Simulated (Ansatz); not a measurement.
`O[Si](O)(F)[SiH3]` + CH₄ → `C[Si](O)(F)[SiH3]` + H₂O at 298.15 K and 1 bar (formal exchange of groups at the Si–O bond).

Isolated molecules relaxed with PBE0-D4/def2-TZVP in Ansatz; ΔE leaves out vibrations. CCSD(T)/CBS adds triple-zeta CCSD(T) − MP2 to the extrapolated MP2 energy (def2 sets, frozen cores). This one scheme is used for every species. One conformer a species, not always the lowest.

| species | CCSD(T)/CBS energy (Eh) | H − E (kJ/mol) | S (J/(mol·K)) |
| --- | --- | --- | --- |
| `O[Si](O)(F)[SiH3]` | -831.48045 | 173.2 | 367.8 |
| CH₄ | -40.46206 | 127.4 | 186.2 |
| `C[Si](O)(F)[SiH3]` | -795.51911 | 233.1 | 378.1 |
| H₂O | -76.37941 | 66.4 | 188.7 |

H − E and S are ideal-gas, rigid-rotor, harmonic terms from PBE0-D4/def2-TZVP, for one conformer and one mirror image of each species. 1 Eh = 2625.50 kJ/mol, R = 8.31446 J/(mol·K).

By hand: ΔE, ΔH, ΔS and ΔG.

ΔE = (-795.51911) + (-76.37941) − (-831.48045) − (-40.46206) = 0.04399 Eh = 115.5 kJ/mol. Δ(H − E) = 233.1 + 66.4 − 173.2 − 127.4 = -1.1, so ΔH = 114.4 kJ/mol. ΔS = 378.1 + 188.7 − 367.8 − 186.2 = 12.8 J/(mol·K). ΔG = 114.4 − 298.15 × (12.8)/1000 = 110.6 kJ/mol.

By hand: the equilibrium constant, and the temperature at which ΔG would vanish if ΔH and ΔS stayed fixed.

log₁₀ K = −ΔG/(RT ln 10) = -19.4. ΔG = 0 at ΔH/ΔS = 8938 K, far beyond where these terms or the molecules hold.

The number of gas molecules stays the same, so ΔS is small and ΔH decides. A doubt of 5 kJ/mol in ΔE shifts log₁₀ K by 0.9 here. Other conformers and mirror images would add mixing entropy, several J/(mol·K) or more a flexible species. These are equilibria of isolated gas molecules and say nothing of rates. Largest T1 diagnostic: 0.013 (customary marks: 0.02 for closed shells, 0.045 for open ones).
